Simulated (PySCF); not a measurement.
A family of related molecules: cyclic III–V and III–VI dimers. Isolated molecules, 0 K electronic values unless said otherwise. Strings in code marks are SMILES.

The dipole moment from two functionals at the same geometries (CAM-B3LYP-D3(BJ)/def2-SVP), both in PySCF: PBE-D3(BJ)/def2-TZVP and CAM-B3LYP-D3(BJ)/def2-TZVP. 

```csv
species,CAM-B3LYP-D3(BJ)/def2-TZVP (D)
`[BH2-]1[OH+][BH2-][OH+]1`,0.00
`[BH2-]1[SeH+][BH2-][SeH+]1`,0.03
`[SH+]1[AlH2-][SH+][AlH2-]1`,0.01
`[NH2+]1[GaH2-][NH2+][GaH2-]1`,0.01
`[GaH2-]1[SeH+][GaH2-][SeH+]1`,0.05
`[SbH2+]1[InH2-][SbH2+][InH2-]1`,0.00
`[SeH+]1[InH2-][SeH+][InH2-]1`,1.05
```

Question: What does PBE-D3(BJ)/def2-TZVP give for each?

Answer: 
- `[BH2-]1[OH+][BH2-][OH+]1`: 0.00
- `[BH2-]1[SeH+][BH2-][SeH+]1`: 0.03
- `[SH+]1[AlH2-][SH+][AlH2-]1`: 0.01
- `[NH2+]1[GaH2-][NH2+][GaH2-]1`: 0.01
- `[GaH2-]1[SeH+][GaH2-][SeH+]1`: 0.05
- `[SbH2+]1[InH2-][SbH2+][InH2-]1`: 0.00
- `[SeH+]1[InH2-][SeH+][InH2-]1`: 1.02
Over these rows, drawn at random from the members with no instability flagged (it was tested for open shells, ions and some series alone), PBE minus CAM-B3LYP-D3(BJ): mean 0.00 D, from -0.03 D to 0.00 D.
